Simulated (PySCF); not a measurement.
C4H6OS, SMILES O=C1CC[C@@H]1S.

The structure is a stationary point at PBE-D3(BJ)/def2-SVP. The structure was generated by enumeration; whether it is a known compound was not checked. Other conformers were not sampled.

The numbers are results of M06-2X/def2-TZVP (PySCF), not measurements.

Computed frontier levels, gap, dipole moment and polarisability:
| Property | Value |
|---|---|
| highest occupied level | -8.22 eV |
| lowest empty level | -0.10 eV |
| orbital gap | 8.12 eV |
| dipole moment | 0.662 e·Å |
| quadrupole, principal values (traceless, Buckingham form, about the centre of nuclear charge) | -10.52, 1.62, 8.90 D·Å |
| mean static polarisability | 66.2 bohr³ (9.81 Å³) |
| polarisability, principal values | 53.4, 65.2, 80.0 bohr³ |
